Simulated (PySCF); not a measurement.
Compound: C₄H₄FNOS.
SMILES: `FCOc1ccns1`

The closed-shell SCF was solved with PySCF and density fitting under several settings on one GFN2-xTB geometry (grid level 2 and gas phase unless stated).

| settings | basis functions | SCF cycles | E (Eh) | HOMO (eV) | LUMO (eV) | dipole (D) |
| --- | --- | --- | --- | --- | --- | --- |
| PBE0/pcSseg-1 | 163 | 15 | -782.1903 | -7.35 | -0.77 | 2.69 |
| PBE0/def2-SVPD | 205 | 15 | -781.8686 | -7.38 | -0.90 | 2.61 |
| HF/pcSseg-1, grid level 3, damping 0.2 at the start, DIIS from the seventh cycle | 163 | 14 | -779.9422 | -9.78 | 2.90 | 2.92 |
| revPBE/6-31G* | 124 | 16 | -782.5857 | -5.77 | -1.20 | 2.53 |
| PBE0/STO-3G, energy threshold 1e-08 Eh | 48 | 10 | -772.8079 | -4.38 | 2.64 | 2.50 |
| KT2/pcSseg-1, energy threshold 1e-08 Eh | 163 | 11 | -791.8869 | -6.20 | -1.60 | 2.58 |
| wB97X-D/pcSseg-0, IEF-PCM dichloromethane | 84 | 14 | -781.3031 | -9.43 | 0.79 | 3.68 |
| KT2/pcseg-1, start guess huckel | 136 | 16 | -791.8413 | -6.22 | -1.62 | 2.56 |

Q: Estimate the row for these settings: B97-D/def2-SVPD, level shift 0.3 Eh.

A: 
```tsv
settings	basis functions	SCF cycles	E (Eh)	HOMO (eV)	LUMO (eV)	dipole (D)
B97-D/def2-SVPD, level shift 0.3 Eh	205	14	-782.1806	-6.18	-1.69	2.58
```

Q: Over all rows, what range does the HOMO–LUMO gap span?

A: From 4.49 eV (B97-D/def2-SVPD, level shift 0.3 Eh) to 12.68 eV (HF/pcSseg-1, grid level 3, damping 0.2 at the start, DIIS from the seventh cycle). The functional of the narrowest has no exact exchange, that of the widest 100 % exact exchange.

Q: And the dipole moment?

A: From 2.50 D (PBE0/STO-3G, energy threshold 1e-08 Eh) to 3.68 D (wB97X-D/pcSseg-0, IEF-PCM dichloromethane); the largest is 1.47 times the smallest, and the median is 2.58 D.

Q: Compare two rows with the functional KT2: KT2/pcseg-1, start guess huckel and KT2/pcSseg-1, energy threshold 1e-08 Eh. Which energy is lower, and by how much?

A: KT2/pcSseg-1, energy threshold 1e-08 Eh (163 functions) lies 0.0456 Eh or 29 kcal/mol below KT2/pcseg-1, start guess huckel (136 functions).

B97-D and wB97X-D ran without the empirical dispersion term, which would shift the total energy alone. Cycle counts include a coarse-grid stage where the run had one. All basis functions are spherical, in the Pople sets too. KT2 was designed for NMR shieldings or shifts; total energies of different functionals aren't comparable. The species at its GFN2-xTB geometry (one conformer only).

The values belong to the conformer `[F:1][CH2:2][O:3][c:4]1[cH:5][cH:6][n:7][s:8]1`: F1–C2–O3–C4 -72°, C2–O3–C4–C5 177°.
